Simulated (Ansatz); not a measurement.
Total energies of FH₅O₂Si₂, SMILES `O[SiH2][SiH](O)F`.

Z-matrix (Å, degrees):
```
Si
Si 1 2.351
O 1 1.663 2 99.7
H 1 1.490 2 114.4 3 -118.9
H 1 1.492 2 113.0 3 118.0
F 2 1.602 1 108.9 3 100.6
O 2 1.635 1 105.6 3 -18.6
H 2 1.480 1 117.9 3 -138.7
H 3 0.958 1 118.8 2 -177.8
H 7 0.962 2 115.4 1 24.7
```

Total charge 0; spin multiplicity 1. The geometry is a stationary point of PBE0-D4/def2-TZVP. It is one conformer, not always the lowest. Basis def2-TZVPP, Ansatz.

RPA on PBE orbitals: Hartree–Fock energy of these orbitals -830.17389 Eh, correlation -1.55294 Eh (frozen core).

```csv
functional,energy without D4 (Eh),D4 term (kJ/mol)
LDA (SPW92),-828.52167,–
PBE,-832.01369,-20.8
revPBE,-832.35956,-59.2
BLYP,-832.53321,-45.2
PBE0,-832.07257,-17.6
B3LYP,-832.62127,-33.7
r2SCAN0,-832.36614,-5.9
BHLYP,-832.47084,-26.9
LC-ωPBE,-832.25517,–
B2PLYP,-832.18898,–
```

Question: Give the same for r2SCAN, B97M-V, r2SCANh, HSE06 (plane-wave form), CAM-B3LYP, ωB97X-V, ωB97M-V, PBE-QIDH. (Best estimate.)

Answer: Ansatz gave: 
```
             functional  energy without D4 (Eh)  D4 term (kJ/mol)
                 r2SCAN              -832.40933              -5.0
                 B97M-V              -832.34391                 –
                r2SCANh              -832.39152              -5.4
HSE06 (plane-wave form)              -832.04854             -16.5
              CAM-B3LYP              -832.52394             -18.0
                ωB97X-V              -832.39938                 –
                ωB97M-V              -832.46151                 –
               PBE-QIDH              -831.87686                 –
```

B3LYP takes the VWN-RPA correlation (the form of Gaussian; ORCA's B3LYP/G). HSE06 is the plane-wave form, built on full-range PBE exchange. The double hybrids freeze the cores in their second-order part.

LC-ωPBE has ω = 0.4 bohr⁻¹.
